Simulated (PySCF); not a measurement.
C3H8OSeSi.
Z-matrix (Å and degrees, PBE0-D3(BJ)/def2-SVP geometry), rows numbered from 1:
```
Si
O   1  1.6761
C   2  1.3754  1  123.26
C   3  1.5240  2  113.97  1   173.44
C   4  1.5293  3   99.65  2  -141.63
Se  5  1.9740  4   92.42  3    20.23
H   1  1.4956  2  110.21  3    60.57
H   1  1.4941  2  109.72  3   -59.25
H   1  1.4854  2  106.21  3  -179.51
H   3  1.1054  2  111.44  1   -56.73
H   4  1.0998  3  106.89  2   -26.59
H   4  1.1031  3  114.88  2    93.68
H   5  1.0978  4  116.10  3   138.52
H   5  1.0990  4  113.81  3   -93.04
```

Method used: TDDFT B3LYP/def2-SVPD, vertical, gas phase, core orbitals frozen in the response (PySCF 2.14.0, density-fitted response routines). The B3LYP/def2-SVPD calculation is non-relativistic and has no spin–orbit coupling, an omission that weighs most on selenium.

List the vertical singlet excitations with oscillator strengths and describe the spectrum.

| state | E (eV) | ν̃ (cm⁻¹) | f | \|μ\| (D) | main configurations (H = HOMO, L = LUMO) |
| --- | --- | --- | --- | --- | --- |
| S1 | 3.77 | 30390 | 0.0001 | 0.10 | H→L (98%) |
| S2 | 5.20 | 41940 | 0.022 | 1.06 | H→L+1 (77%), H→L+2 (20%) |
| S3 | 5.39 | 43500 | 0.0021 | 0.32 | H→L+2 (74%), H→L+1 (17%) |
| S4 | 5.59 | 45120 | 0.042 | 1.41 | H→L+3 (63%), H-1→L (30%) |
| S5 | 5.64 | 45460 | 0.049 | 1.51 | H-1→L (58%), H→L+3 (30%) |
| S6 | 6.00 | 48400 | 0.033 | 1.21 | H→L+4 (65%), H→L+5 (33%) |

The lowest singlet comes at 329 nm (364 kJ/mol) in the ultraviolet; it is dark (f under 0.0005); its leading configuration is HOMO→LUMO (98%). The most intense listed level is S5 at 5.64 eV (220 nm, f = 0.049), 1.87 eV above S1. Löwdin shares by element: HOMO selenium 75%, carbon 16% or more; LUMO selenium 48%, carbon 27% or more, silicon 6% (atoms not listed hold the other 19%). Weighted by f, the mean energy of these states is 5.63 eV. The listed states span 2.23 eV, and the widest gap between neighbours is 1.43 eV (S1 to S2). The oscillator strengths of these states sum to 0.148; summed over the whole spectrum of an exact calculation they would give the number of electrons, 82 (Thomas–Reiche–Kuhn). Singlets were solved by full linear response.

One conformer stands for the species.
